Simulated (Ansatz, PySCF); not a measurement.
Reaction (SMILES): [Br][Ge]([Br])[Br] → [Br][Ge][Br] + Br atom (the Br-Ge bond at the site shown breaks; other sites are not compared here)
Structures are relaxed separately at B3LYP-D3(BJ)/def2-TZVP in Ansatz (a quantum-chemistry and plane-wave program). Frequencies are from Ansatz or PySCF.

Wanted: bond dissociation energy (0 K, with B3LYP-D3(BJ) harmonic zero-point energies), in eV. Correlated levels leave the core frozen unless marked. UHF or UKS for open shells. No spin-orbit coupling. The frozen core is the preceding noble-gas configuration, with the filled d and f shells of earlier blocks. No relativistic terms. Basis-set limits of correlation are two-point, X^-3; Hartree-Fock from the larger set.

```
level                                program  bond dissociation energy (eV)
----------------------------  --------------  -----------------------------
revPBE/def2-TZVPD                     Ansatz                           1.64
B3LYP-D4/def2-TZVPD           Ansatz + dftd4                     (withheld)
PBE0/6-31G*                           Ansatz                     (withheld)
LC-wPBE-D3(BJ)/def2-TZVPD     Ansatz + dftd3                           1.85
B2GP-PLYP-D3(BJ)/def2-TZVPD   Ansatz + dftd3                           1.77
CCSD/cc-pVQZ                          Ansatz                           1.65
CCSD(T)/CBS(cc-pVTZ,cc-pVQZ)          Ansatz                     (withheld)
```

Problem. Complete the blanks.

Solution. 
- B3LYP-D4/def2-TZVPD, bond dissociation energy (eV): 1.66
- PBE0/6-31G*, bond dissociation energy (eV): 1.75
- CCSD(T)/CBS(cc-pVTZ,cc-pVQZ), bond dissociation energy (eV): 1.80
